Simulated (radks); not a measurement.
The argon ion Ar2+, configuration [Ne] 3s1.75 3p4.25 (fractional occupations, a model configuration). All-electron calculation, Dirac Kohn-Sham, PBE, spin-unpolarised, spherical densities, point nucleus; open shells fill j = l - 1/2 first. Program: a radial shooting solver on a logarithmic mesh with Libxc functionals. Some entries of the table are withheld. Estimate them.

orbital,occ.,eigenvalue (eV),<1/r> (bohr^-1),<r^2> (bohr^2)
1s1/2,2,-3151.101,(1),(2)
2s1/2,2,-327.2245,3.562,(3)
2p1/2,2,-261.7052,3.478,0.1744
2p3/2,4,-259.4652,3.448,0.1765
3s1/2,1.75,-50.6793,1.046,2.029
3p1/2,2,(4),0.9303,2.499
3p3/2,2.25,(5),0.9251,2.521
3d3/2,0,-14.8298,0.6420,4.911
3d5/2,0,-14.8181,0.6413,4.919
4s1/2,0,-13.2617,0.3793,13.90

Answer. 
(1) 1s1/2 <1/r> (bohr^-1): 17.70
(2) 1s1/2 <r^2> (bohr^2): 0.009887
(3) 2s1/2 <r^2> (bohr^2): 0.2030
(4) 3p1/2 eigenvalue (eV): -35.6885
(5) 3p3/2 eigenvalue (eV): -35.4650
